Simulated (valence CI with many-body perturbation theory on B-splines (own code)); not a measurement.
**Forbidden lines of Ho XVII**

Level of theory: relativistic CI+MBPT: five valence electrons over a frozen Dirac-Fock core [Kr] 4d10, radial functions for each j: 7 s, 7 p, 7 d, 7 f, 4 g, 2 h, with the one-electron correlation potential Σ1, the two-electron term Σ2, the three-electron term Σ3, Breit, model QED; selected CI, second order for the rest, scaled by the run's own slope (own B-spline code, finite nucleus).

No measured levels were compared; by estimate terms of the open shell hold to a few per cent of their energy, and close levels can change places. Core correlation moves these levels by up to 2800 cm⁻¹, and in measured spectra 5 to 20 % of such shifts remained as error; rates that hang on mixing are uncertain with them. Among the levels kept, up to 1100 cm⁻¹ of a level comes from second order outside the variational space, and about a tenth of that is noise between levels of different J, which matters for small intervals. Only levels of the ground parity were solved; by the run's estimate the other parity begins above the list, which can be wrong where configurations are misplaced.

Lines 1 to 50 of 120 in falling wavelength, among levels below 57872 cm⁻¹, chosen from the decays that carry over 1 % of a level's rate. Wavelengths and rates use the calculated energies, so an error of 2000 cm⁻¹ moves a line at 34030 Å by 68 % and its rate by three times that or more. Electric multipoles are in the length gauge, E1 and E2 with the static RPA response of the core. S is in atomic units (e²a₀⁴ for E2 and M2, e²a₀⁶ for E3), for M1 in squared Bohr magnetons. Weak lines are less certain than strong ones. Lines between different terms over intervals too small for the method are left out, as are lines whose strength nearly cancels. Where a level lies close to another of its J and parity, the split of strength between their lines is uncertain. Intervals below about 2000 cm⁻¹, as at the head of this list, are uncertain by tens of per cent.

Names give the largest LS component (configuration and term), which can be under half, so a name can repeat, a term be missing and a line seem to break the LS rules; names also repeat where a configuration has a term twice. Letters in brackets count levels of one name in rising energy.

| λ vac (Å) | Upper | Lower | Type | A (s⁻¹) | S (a.u.) |
| --- | --- | --- | --- | --- | --- |
| 1.015e+05 | 4f5 6F°_5/2 | 4f5 6F°_3/2 | M1 | 8.33e-02 | 1.94e+01 |
| 39610 | 4f5 6F°_7/2 | 4f5 6F°_5/2 | M1 | 1.26e+00 | 2.33e+01 |
| 35150 | 4f5 4L°_17/2 | 4f5 4L°_15/2 | M1 | 5.38e-01 | 1.56e+01 |
| 34950 | 4f5 4M°_21/2 | 4f5 4M°_19/2 | M1 | 6.56e-01 | 2.28e+01 |
| 34030 | 4f5 6P°_3/2 | 4f5 4F°_5/2 | M1 | 4.46e-01 | 2.61e+00 |
| 33130 | 4f5 4F°_3/2 | 4f5 4G°_5/2 [a] | M1 | 6.09e-01 | 3.28e+00 |
| 32090 | 4f5 6H°_7/2 | 4f5 6H°_5/2 | M1 | 2.49e+00 | 2.44e+01 |
| 30680 | 4f5 6H°_15/2 | 4f5 6H°_13/2 | M1 | 1.49e+00 | 2.55e+01 |
| 30200 | 4f5 6F°_9/2 | 4f5 6F°_7/2 | M1 | 2.21e+00 | 2.26e+01 |
| 29700 | 4f5 6H°_9/2 | 4f5 6H°_7/2 | M1 | 3.99e+00 | 3.87e+01 |
| 29380 | 4f5 6H°_13/2 | 4f5 6H°_11/2 | M1 | 3.04e+00 | 4.00e+01 |
| 29030 | 4f5 6H°_11/2 | 4f5 6H°_9/2 | M1 | 4.05e+00 | 4.41e+01 |
| 27430 | 4f5 6F°_11/2 | 4f5 6F°_9/2 | M1 | 1.68e+00 | 1.54e+01 |
| 24880 | 4f5 4M°_19/2 | 4f5 4M°_17/2 | M1 | 2.70e+00 | 3.09e+01 |
| 23060 | 4f5 4I°_15/2 | 4f5 4K°_13/2 [a] | M1 | 2.09e+00 | 1.52e+01 |
| 21720 | 4f5 4L°_15/2 | 4f5 4I°_15/2 | M1 | 5.70e-01 | 3.47e+00 |
| 20240 | 4f5 4F°_7/2 | 4f5 4F°_5/2 | M1 | 9.82e-01 | 2.41e+00 |
| 19140 | 4f5 6P°_3/2 | 4f5 4G°_5/2 [b] | M1 | 1.99e+00 | 2.07e+00 |
| 18500 | 4f5 4M°_17/2 | 4f5 4M°_15/2 | M1 | 5.34e+00 | 2.25e+01 |
| 17860 | 4f5 4G°_11/2 [a] | 4f5 4G°_9/2 | M1 | 4.02e+00 | 1.02e+01 |
| 17080 | 4f5 4L°_17/2 | 4f5 4M°_19/2 | M1 | 2.15e-01 | 7.14e-01 |
| 16320 | 4f5 4G°_7/2 [a] | 4f5 4G°_5/2 [a] | M1 | 8.91e+00 | 1.15e+01 |
| 15400 | 4f5 4G°_9/2 | 4f5 4G°_7/2 [a] | M1 | 1.01e+01 | 1.37e+01 |
| 14230 | 4f5 4L°_15/2 | 4f5 4M°_17/2 | M1 | 1.33e+00 | 2.27e+00 |
| 13840 | 4f5 4F°_7/2 | 4f5 4G°_5/2 [b] | M1 | 9.39e+00 | 7.38e+00 |
| 13430 | 4f5 4L°_17/2 | 4f5 4I°_15/2 | M1 | 6.55e+00 | 1.06e+01 |
| 13070 | 4f5 4L°_13/2 | 4f5 4K°_13/2 [a] | M1 | 8.86e+00 | 1.03e+01 |
| 12770 | 4f5 4I°_15/2 | 4f5 4M°_15/2 | M1 | 9.70e+00 | 1.20e+01 |
| 12620 | 4f5 4G°_5/2 [b] | 4f5 4F°_3/2 | M1 | 5.53e+00 | 2.47e+00 |
| 12530 | 4f5 4L°_13/2 | 4f5 4I°_11/2 | M1 | 7.29e+00 | 7.45e+00 |
| 11190 | 4f5 4L°_15/2 | 4f5 4K°_13/2 [a] | M1 | 3.33e+00 | 2.77e+00 |
| 10720 | 4f5 4K°_11/2 | 4f5 4I°_11/2 | M1 | 7.16e+00 | 3.93e+00 |
| 10130 | 4f5 4L°_17/2 | 4f5 4M°_17/2 | M1 | 4.63e+00 | 3.21e+00 |
| 9910 | 4f5 4K°_11/2 | 4f5 4I°_9/2 | M1 | 1.69e+01 | 7.31e+00 |
| 9802 | 4f5 6F°_9/2 | 4f5 6H°_11/2 | M1 | 1.33e-01 | 4.64e-02 |
| 9797 | 4f5 4F°_5/2 | 4f5 4F°_3/2 | M1 | 1.88e+01 | 3.94e+00 |
| 9675 | 4f5 6F°_7/2 | 4f5 6H°_9/2 | M1 | 1.76e-01 | 4.72e-02 |
| 9574 | 4f5 6F°_11/2 | 4f5 6H°_13/2 | M1 | 6.07e-02 | 2.37e-02 |
| 9327 | 4f5 4G°_11/2 [a] | 4f5 4K°_13/2 [a] | M1 | 2.94e-01 | 1.06e-01 |
| 9140 | 4f5 4G°_5/2 [b] | 4f5 4G°_5/2 [a] | M1 | 2.01e+01 | 3.42e+00 |
| 9051 | 4f5 4G°_11/2 [a] | 4f5 4I°_11/2 | M1 | 1.48e+00 | 4.89e-01 |
| 8945 | 4f5 6F°_5/2 | 4f5 6H°_7/2 | M1 | 5.85e-02 | 9.31e-03 |
| 8306 | 4f5 4F°_7/2 | 4f5 4G°_7/2 [a] | M1 | 1.38e+01 | 2.35e+00 |
| 8043 | 4f5 4L°_15/2 | 4f5 4M°_15/2 | M1 | 1.13e+00 | 3.48e-01 |
| 7717 | 4f5 6F°_1/2 | 4f5 6H°_5/2 | E2 | 1.05e-03 | 5.13e-02 |
| 7607 | 4f5 6P°_3/2 | 4f5 4F°_3/2 | M1 | 2.06e+00 | 1.35e-01 |
| 7561 | 4f5 4F°_5/2 | 4f5 4G°_5/2 [a] | M1 | 1.81e+00 | 1.74e-01 |
| 7544 | 4f5 4D°_1/2 | 4f5 4F°_3/2 | M1 | 2.14e+00 | 6.81e-02 |
| 7513 | 4f5 6F°_3/2 | 4f5 6H°_5/2 | M1 | 4.63e-01 | 2.91e-02 |
| 7328 | 4f5 6F°_9/2 | 4f5 6H°_9/2 | M1 | 2.72e-01 | 3.96e-02 |
